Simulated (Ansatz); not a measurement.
A run for Ansatz (a program for electronic structure): U-CCSD(T)/cc-pV(T+d)Z on CH4Si (SMILES C[SiH]), a point of a bond scan (R = 1.635 Å). Files ending in .json are basis or fitting sets from the Basis Set Exchange.

Ansatz 0.2 input:
```yaml
crystal:
  periodic: [false, false, false]
  atoms:
    - {symbol: Si, position_ang: [-0.44283511, -0.33733196, 0.51775234]}
    - {symbol: H, position_ang: [-1.42990117, -0.70043934, -0.59087342]}
    - {symbol: C, position_ang: [0.77076815, 0.54410571, -0.65073574]}
    - {symbol: H, position_ang: [2.08527279, 1.15085406, 0.10873576]}
    - {symbol: H, position_ang: [0.25620507, 1.35865472, -1.17489853]}
    - {symbol: H, position_ang: [1.10167411, -0.14880677, -1.43392500]}
basis:
  gaussian:
    orbitals: cc-pV_T+d_Z.json
correlation: {method: ccsd_t, electrons: outside_noble_gas}
scf: {omitted_lower_state_checks: [cluster_reference]}
magnetization: {spin_polarized: true, initial_magnetization: 0}
```

The log:

```
WARN ansatz: RAYON_NUM_THREADS=1 ignored (pool sized by the plan → 1); use --threads N
Functional definition: HF
these checks for a lower state are left out or cut short: cluster_reference
integrals: 0.34 GiB planned
711 factors; integrals over basis functions are off by at most 1.2e-3 eV
mean field: 0.28 GiB planned
mean field evaluation 1: about -8951.1442 eV, gradient 1.6e1 eV
mean field evaluation 2: about -8951.1431 eV, gradient 1.6e1 eV
mean field evaluation 4: about -8952.7797 eV, gradient 1.8e0 eV
mean field evaluation 8: about -8952.8191 eV, gradient 8.0e-4 eV
mean field evaluation 16: about -8952.9414 eV, gradient 2.4e-1 eV
mean field evaluation 32: about -8952.8852 eV, gradient 6.3e-1 eV
mean field -8952.94212710 eV, -329.0145546487 hartree, gradient 3.2e-6 eV, S^2 0.428124; 4 other end points of the search recorded, 0 dependent functions left out
6 core orbitals not correlated
reference -8952.94212710 eV, -329.0145546487 hartree; 6, 6 occupied and 113, 113 virtual orbitals, 711 factors
second order -7.58806321 eV of doubles, -0.00000000 eV of singles
coupled cluster: 1.10 GiB planned
cycle   1  -8.20587796 eV  change   -6.2e-1 eV  update   8.9e-2
cycle   2  -8.57606420 eV  change   -3.7e-1 eV  update   4.6e-2
cycle   3  -8.68245898 eV  change   -1.1e-1 eV  update   3.3e-2
cycle   4  -8.73107060 eV  change   -4.9e-2 eV  update   2.6e-2
cycle   5  -8.81424074 eV  change   -8.3e-2 eV  update   1.9e-2
cycle   6  -8.84607616 eV  change   -3.2e-2 eV  update   9.3e-3
cycle   7  -8.84860969 eV  change   -2.5e-3 eV  update   3.9e-3
cycle   8  -8.85139468 eV  change   -2.8e-3 eV  update   1.4e-3
cycle   9  -8.85154554 eV  change   -1.5e-4 eV  update   7.7e-4
cycle  10  -8.85065468 eV  change    8.9e-4 eV  update   2.8e-4
cycle  11  -8.85048732 eV  change    1.7e-4 eV  update   9.5e-5
cycle  12  -8.85054527 eV  change   -5.8e-5 eV  update   3.2e-5
cycle  13  -8.85053437 eV  change    1.1e-5 eV  update   1.1e-5
coupled cluster: 1.11 GiB planned
perturbative correction -0.37019533 eV, -0.0136044276 hartree
Total energy: -8962.16285680 eV, -329.3534102153 hartree
Checks for a lower state left out: cluster_reference
```

Self-consistency was reached. Its determinant has ⟨S²⟩ = 0.43, a mixture of spin states.

Cost: very roughly 22 core-seconds.
